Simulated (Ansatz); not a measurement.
Computed with Ansatz.

A structure relaxed at PBE0-D4/def2-TZVP, charge 0, multiplicity 1:

Cartesian coordinates in Å:
```
N 0.504 2.756 1.233
Ga 0.242 1.137 0.507
O 0.148 -0.302 1.535
Si -0.044 -1.916 1.395
O -0.010 0.966 -1.237
Si -0.422 -0.177 -2.326
H 0.823 2.858 2.181
H 0.726 3.554 0.663
H -1.487 -2.277 1.363
H 0.593 -2.428 0.148
H 0.593 -2.577 2.563
H -1.046 0.485 -3.501
H 0.776 -0.934 -2.778
H -1.397 -1.145 -1.747
```

Give its formula and SMILES.

GaH8NO2Si2, `[NH2][Ga]([O][SiH3])[O][SiH3]`.

Point group (tolerance 0.08 Å, 0.16 Å for H)?

C1.

Summarise the bond lengths by kind.

1 × Ga–N 1.794 Å; 2 × H–N 1.005 Å; 2 × Ga–O 1.771 Å; 2 × O–Si 1.631 Å; 6 × H–Si 1.486 to 1.491 Å.
